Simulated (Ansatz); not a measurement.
Consider the ligand exchange at a Ga–C bond: `C[Si](C)(C)[CH2][Ga]([Cl])[Cl]` + `C[SeH]` → `C[Se][Ga]([Cl])[Cl]` + `C[Si](C)(C)C`.

Program: Ansatz. Geometries: PBE0-D4/def2-TZVP. ΔE: electronic, gas phase. CBS: MP2 limit from def2 TZ/QZ plus the TZ coupled-cluster correction, frozen cores. For Ga, Se outer-core shells are correlated without core-valence functions, which leaves a few kJ/mol of doubt a bond. Scalar relativity is left out up to krypton. Each species was taken in one conformer, which may not be the lowest.

```
                         species  CCSD(T)/def2-SVP energy (Eh)
`C[Si](C)(C)[CH2][Ga]([Cl])[Cl]`                   -3289.76085
                        `C[SeH]`                   -2440.13008
           `C[Se][Ga]([Cl])[Cl]`                   -5281.90701
                  `C[Si](C)(C)C`                    -448.01521
```

Work out ΔE.

ΔE = (-5281.90701) + (-448.01521) − (-3289.76085) − (-2440.13008) = -0.03129 Eh = -19.6 kcal/mol. CCSD(T)/CBS gives -19.4 kcal/mol.

Largest T1 diagnostic among the species: 0.011.

Leaving LDA and LC-ωPBE aside and taking each functional with its dispersion term where it has one, the values, not all of them listed here, spread over 1.9 kcal/mol, from B2PLYP to ωB97M-V. LDA lies +2.2 kcal/mol from PBE without D4. The D4 term adds +1.8 kcal/mol with B3LYP and +1.2 kcal/mol with PBE0; it sums over pairs of atoms, weighted by their polarisabilities, and B3LYP, whose exchange is more repulsive, gets the larger term. In def2-TZVPP, CCSD(T) changes the Hartree–Fock value by +4.5 kcal/mol (the triples alone add +0.3 kcal/mol) and MP2 by +4.2 kcal/mol.

B3LYP here is the variant with VWN-RPA as its local correlation; programs differ in this.
